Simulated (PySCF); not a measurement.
Species: C4H8OSi2.
Structure used (PBE0-D3(BJ)/def2-SVP), in Å, numbered top down from 1:
```xyz
15
C4H8OSi2 angstrom
C      0.585    1.305    3.330
C      0.553    0.575    2.356
Si     0.434   -0.545    0.910
C     -1.183   -0.304   -0.046
C     -0.855   -0.461   -1.548
Si     0.913    0.180   -1.794
O      1.550   -0.125   -0.267
H      0.622    1.957    4.185
H      0.683   -1.938    1.376
H     -1.530    0.721    0.168
H     -1.987   -0.982    0.283
H     -1.598    0.040   -2.190
H     -0.863   -1.528   -1.832
H      1.681   -0.564   -2.834
H      0.973    1.642   -2.097
```

All values: PBE0/pcSseg-1 and CAM-B3LYP/def2-SVPD (PySCF, non-relativistic), on one gas-phase PBE0-D3(BJ)/def2-SVP geometry that isn't relaxed in the solvent. The solvent is an IEF-PCM continuum (Bondi radii, 1.10 Å for H, scaled by 1.2). Specific hydrogen bonds and non-electrostatic terms are outside this model.

Gas phase at PBE0/pcSseg-1: HOMO -8.00 eV, LUMO -0.41 eV, dipole 1.89 D.

**Question.** What does the continuum do to the energy, the frontier levels and the dipole at PBE0/pcSseg-1 in methanol and acetonitrile?

**Answer.** 
```
     solvent      ε  E(solvent) − E(gas) (kcal/mol)  polarisation term (kcal/mol)  distortion of the solute (kcal/mol)  HOMO (eV)  LUMO (eV)  dipole (D)
    methanol  32.61                           -4.53                         -5.18                                 0.65      -7.99      -0.47        2.48
acetonitrile  35.69                           -4.56                         -5.21                                 0.65      -7.99      -0.48        2.48
```

The first energy column is the sum of the next two and covers electrostatics alone. From methanol to acetonitrile the lowering changes by a factor 1.00, Onsager's factor (ε − 1)/(2ε + 1) by 1.00 and ε itself by 1.1.

**Question.** Which radius a makes the point-dipole formula ΔE = −[(ε − 1)/(2ε + 1)]·μ²/a³ give the value in acetonitrile, with the gas-phase dipole?

**Answer.** μ = 0.742 au and |ΔE| = 0.00726 Eh give a = 1.75 Å; the farthest nucleus lies 4.66 Å from the centroid of the nuclei, so such a sphere wouldn't even hold the nuclei. The formula assumes a rigid point dipole at the centre of a sphere.

**Question.** Give the dipole vector in the frame of the coordinates (D, pointing from negative to positive charge), gas and acetonitrile.

**Answer.** Gas (-1.88, 0.18, -0.08), solvent (-2.47, 0.17, -0.15). Its length changes by +31 % and its direction by 2°.

**Question.** Which IAO charges (PBE0/pcSseg-1) respond most in acetonitrile (means over atoms taken as equivalent)?

**Answer.** 
```
atoms         environment  gas (e)  solvent (e)  change
   H8     alkyne hydrogen   +0.204       +0.226  +0.022
   C2       alkyne carbon   -0.347       -0.368  -0.021
   O7     siloxane oxygen   -0.866       -0.882  -0.016
  H13  methylene hydrogen   +0.147       +0.154  +0.007
  H11  methylene hydrogen   +0.152       +0.160  +0.008
  H12  methylene hydrogen   +0.151       +0.158  +0.007
```

**Question.** How do the nuclear quadrupole coupling constants eQVzz/h respond in acetonitrile?

**Answer.** 
```tsv
nucleus	Q (barn)	gas (MHz)	solvent (MHz)	η gas	η solvent
17O at O7	-0.0256	-5.81	-5.75	0.36	0.36
```

Gas phase at CAM-B3LYP/def2-SVPD: HOMO -9.33 eV, LUMO 0.59 eV, dipole 1.82 D.

**Question.** What does the continuum do to the energy, the frontier levels and the dipole at CAM-B3LYP/def2-SVPD in acetonitrile?

**Answer.** 
```json
{"solvent": "acetonitrile", "ε": "35.69", "E(solvent) − E(gas) (kcal/mol)": "-4.19", "polarisation term (kcal/mol)": "-4.92", "distortion of the solute (kcal/mol)": "0.73", "HOMO (eV)": "-9.28", "LUMO (eV)": "0.56", "dipole (D)": "2.52"}
```

The atom shares or the degeneracy of the HOMO differ from the gas phase in acetonitrile, so that column needn't follow one orbital.

**Question.** How does the static polarisability (CAM-B3LYP/def2-SVPD, frozen core, with the continuum's full static response) change?

**Answer.** 
| medium | isotropic (au) | principal values (au) | ⟨r²⟩ of the electrons (bohr²) |
| --- | --- | --- | --- |
| gas | 94.7 | 80.8, 85.5, 117.9 | 1196.8 |
| acetonitrile | 125.9 | 111.8, 116.2, 149.7 | 1195.2 |

The isotropic value in acetonitrile is 1.33 times the gas-phase one; no cavity-field correction is applied. ⟨r²⟩ is taken about the centre of nuclear charge.
